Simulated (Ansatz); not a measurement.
The cluster Ba₃⁺, relaxed as a doublet with UKS r2SCAN/def2-TZVP in Ansatz, starting from the GFN1-xTB geometry. Force threshold 0.02 eV/Å.

In the def2 sets Ba takes a core potential; there is no spin–orbit coupling. The charge 1 doublet is spin-contaminated (final ⟨S²⟩ up to 1.94, 0.75 for a pure state). The structure comes from a short search, and lower isomers may exist.

Start:

```xyz
3

Ba   -1.867   -0.335   -2.115
Ba    2.500    1.321    0.353
Ba   -0.633   -0.986    1.762
```

**Question.** Estimate the energy that the relaxation releases and the steps that it takes.

**Answer.** 2.3 kcal/mol, in 6 steps; 41 s on 4 threads of Intel Xeon on a shared host. No frequencies were taken in this run, so the end may be a saddle point.

**Question.** Does the start keep its bonding and symmetry?

**Answer.** By distances, no bond broke or formed, bridged metal pairs apart. The bond that changes most is Ba1–Ba2, from 5.28 to 4.50 Å (atoms count from 1). Metal–metal contacts that move far: Ba1–Ba2 5.28 to 4.50 Å. The end is the same structure that another start reached, the lowest one found. Point group C2v at the start, C2v at the end, both within 0.05 Å; within 0.015 Å the end is Cs.

**Question.** Predict the relaxed structure.

**Answer.** 
Cartesian coordinates in Å:
```
Ba -1.510 -0.155 -2.040
Ba 2.210 1.252 0.072
Ba -0.700 -1.097 1.968
```
Bond lengths (bridged metal pairs left out): 3 × Ba–Ba 4.19 to 4.50 Å.
